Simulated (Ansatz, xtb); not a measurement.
BF3H6OSi2: which of two structures lies lower

Structure X: `F[B-](F)(F)[O+]([SiH3])[SiH3]`, a singlet. Structure Y: a singlet given by its coordinates. Both are gas-phase species (loosely bound parts included), relaxed with PBE0-D4/def2-SVP.

X (Å):

```
atom    x (Å)    y (Å)    z (Å)
   B  -0.0212  -0.1496  -0.6998
   F   0.0380   0.8218   0.2542
   F  -0.6259  -1.2910  -0.3184
   F  -0.3308   0.2786  -1.9556
   O   1.5994  -0.5544  -0.8698
  Si   2.5666  -0.1976   0.5218
  Si   2.0555  -0.9838  -2.4842
   H   1.8620  -0.7373   1.7059
   H   2.8122   1.2630   0.5887
   H   3.8412  -0.9249   0.2701
   H   2.1742   0.2461  -3.3040
   H   1.0465  -1.9402  -2.9910
   H   3.3870  -1.6305  -2.3258
```

Y (Å):

```tsv
atom	x (Å)	y (Å)	z (Å)
B	0.0402	-2.0221	1.7390
F	1.4542	-1.7541	-1.3461
F	0.1640	-3.1863	1.0681
F	-1.0776	-1.8944	2.4845
O	-0.4562	-0.9316	0.3085
Si	-0.1415	-1.5752	-1.2238
Si	-1.2531	0.4982	0.8244
H	-0.5768	-0.5370	-2.1907
H	-0.8148	-2.8743	-1.4003
H	-1.1175	1.4694	-0.2967
H	-2.6848	0.1974	1.0753
H	-0.5498	0.9748	2.0384
H	1.0411	-1.4583	2.1142
```

Close contacts (Å): B1–F3 1.35, B1–F4 1.35, B1–O5 1.87, F2–Si6 1.61, O5–Si6 1.69, O5–Si7 1.72, B1–H13 1.21, Si6–H8 1.48, Si6–H9 1.47, Si7–H10 1.49, Si7–H11 1.48, Si7–H12 1.48.

**Question.** Which of the two would you expect CCSD(T)/def2-SVP + ΔMP2/def2-TZVPP electronic energies to favour?

**Answer.** CCSD(T)/def2-SVP + ΔMP2/def2-TZVPP gives E(Y) − E(X) = +4.12 kJ/mol, slightly favouring structure X, which is too small a margin to settle the true order.

The same difference at several levels:

| level | geometry | E(Y) − E(X) (kJ/mol) | departure from the last row (kJ/mol) | job, with rough time for the two |
| --- | --- | --- | --- | --- |
| PBE0-D4/def2-SVP | PBE0-D4/def2-SVP | +41.05 | +36.93 | optimisation, 1.9 min |
| HF/def2-SVP | PBE0-D4/def2-SVP | +36.05 | +31.93 | part of the CCSD(T) run |
| MP2/def2-SVP | PBE0-D4/def2-SVP | +32.50 | +28.38 | part of the CCSD(T) run |
| CCSD(T)/def2-SVP | PBE0-D4/def2-SVP | +36.10 | +31.98 | single point |
| CCSD(T)/def2-SVP + ΔMP2/def2-TZVPP | PBE0-D4/def2-SVP | +4.12 |  | single point, 2 min |

The largest departure from CCSD(T)/def2-SVP + ΔMP2/def2-TZVPP is that of PBE0-D4/def2-SVP, 36.93 kJ/mol. Levels run at GFN2-xTB geometries aren't shown. The last row adds to CCSD(T) the change of the MP2 difference between the two basis sets, here −31.98 kJ/mol, a large step that makes the value less sure.

With thermal terms from frequencies at re-optimised GFN2-xTB minima (ideal gas, soft modes damped towards free rotors, one conformer each, 298.15 K, 1 atm): the zero-point term adds +5.41 kJ/mol; ΔH is +9.41 and ΔG +8.45 kJ/mol.

The correlated steps freeze 15 core orbitals. Codes used: Ansatz 0.2.0, xtb 6.7.1; the last row on 2 threads of Arm Neoverse V1 on a shared host.
